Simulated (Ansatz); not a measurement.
Start from `[Cl][Ga]([Cl])[Cl]` and change one atom or group to get `[Cl][GaH][Cl]`.

Ansatz, PBE0-D4/def2-TZVP geometries, multiplicity 1. 

Scalar relativity is left out up to krypton.

| property | `[Cl][Ga]([Cl])[Cl]` |
| --- | --- |
| ideal-gas entropy at 298 K and 1 bar (rigid rotor, harmonic PBE0-D4/def2-TZVP) / J/(mol·K) | 326 |
| HOMO energy (PBE0/def2-TZVPP) / eV | -9.46 |
| size of the dipole moment (PBE/def2-TZVPP) / D | 0.00 |
| HOMO–LUMO gap (PBE/def2-TZVPP) / eV | 5.13 |
| LUMO energy (B3LYP/def2-TZVPP) / eV | -2.27 |
| HOMO–LUMO gap (ωB97M-V/def2-TZVPP) / eV | 11.76 |

(1) Give the same properties after the change, and the shifts. (An estimate is asked.)

Answers

(1) Ansatz gave: 
```tsv
property	`[Cl][GaH][Cl]`	shift
ideal-gas entropy at 298 K and 1 bar (rigid rotor, harmonic PBE0-D4/def2-TZVP) / J/(mol·K)	300	-26
HOMO energy (PBE0/def2-TZVPP) / eV	-9.16	0.30
size of the dipole moment (PBE/def2-TZVPP) / D	1.58	1.58
HOMO–LUMO gap (PBE/def2-TZVPP) / eV	5.24	0.11
LUMO energy (B3LYP/def2-TZVPP) / eV	-1.99	0.28
HOMO–LUMO gap (ωB97M-V/def2-TZVPP) / eV	11.41	-0.35
```

With PBE0 the HOMO rises by 0.30 eV and the LUMO rises by 0.21 eV, so the gap narrows by about 0.09 eV. PBE moves the HOMO by 0.27 eV and ωB97M-V by 0.34 eV.

B3LYP here is the variant with VWN-RPA as its local correlation; programs differ in this.
